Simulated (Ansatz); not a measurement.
BCl2(SiH3) (SiBH3Cl2). Total charge 0; singlet. Geometry PBE-D4/def2-SVP, basis def2-TZVP, Ansatz.

```xyz
7

B    -0.2978    1.0680    0.1969
Cl   -0.2424    2.2663   -1.0903
Cl   -0.9248    1.5542    1.7672
Si    0.2778   -0.8464   -0.1448
H     0.7673   -1.5105    1.1139
H     1.3458   -0.9212   -1.2026
H    -0.9257   -1.6104   -0.6403
```

```
run  HOMO (eV)  LUMO (eV)
  A      -7.13      -3.08
  B      -7.28      -3.38
  C      -9.77      -1.10
  D      -7.17      -3.16
  E     -10.77      -0.07
  F      -8.43      -2.28
```

Question: The runs used CAM-B3LYP, LDA (SPW92), PBE, PBE0, revPBE, ωB97X-V. Estimate which is which.

Answer: A revPBE (0 % exact exchange); B LDA (SPW92) (0 % exact exchange); C CAM-B3LYP (range-separated); D PBE (0 % exact exchange); E ωB97X-V (range-separated); F PBE0 (25 % exact exchange). Exact exchange lowers occupied and raises empty levels; among semilocal functionals meta-GGAs tend to open the gap a little, and such runs are hard to tell apart. The gap grows from 3.90 eV (LDA (SPW92)) to 10.70 eV (ωB97X-V).
